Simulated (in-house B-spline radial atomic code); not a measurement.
A run on neutral technetium that did not converge. Method: scalar-relativistic (X2C) B97-1, spin-polarised, spherical fractional occupations, Fermi nucleus of rms radius 4.41117 fm; computed with an all-electron radial atomic-structure program (B-spline basis).

Command:
```bash
python run_scf.py task.json out
```
Settings (nuclear radius in fm, mass in u):
```
Z                43
configuration    [Kr] 4d5 4f0.625 5s1.375
hamiltonian      x2c
method           b97_1
spin_polarised   True
nucleus          fermi
rms_radius       4.41117
atomic_mass      96.90636
speed_of_light   137.035999084
```

First and last ten iterations of the last attempt (damped for 15 steps, keeping 80 % of the old Fock matrix, then DIIS):
```
 iter        energy (Eh)    residual
    1       -4277.590539    4.38e-01
    2       -4280.599330    2.87e-01
    3       -4282.687905    1.89e-01
    4       -4283.860469    1.34e-01
    5       -4284.488062    8.90e-02
    6       -4284.798753    5.79e-02
    7       -4284.938764    3.81e-02
    8       -4284.981743    2.63e-02
    9       -4285.001832    1.83e-02
   10       -4285.011330    1.32e-02
  111       -4285.022186    2.27e-04
  112       -4285.022159    2.49e-04
  113       -4285.022050    2.85e-04
  114       -4285.022045    9.05e-05
  115       -4285.022058    3.76e-04
  116       -4285.022041    6.07e-05
  117       -4285.022046    1.15e-04
  118       -4285.022040    8.41e-05
  119       -4285.022076    4.84e-04
  120       -4285.022043    9.29e-05
 not converged after 120 iterations
```

The smallest residual met was 6.1e-05; the threshold is about 4e-07. No energy from this run should be used. Cost of the run: 16 s on 1 thread of Arm Neoverse N1 (shared host).
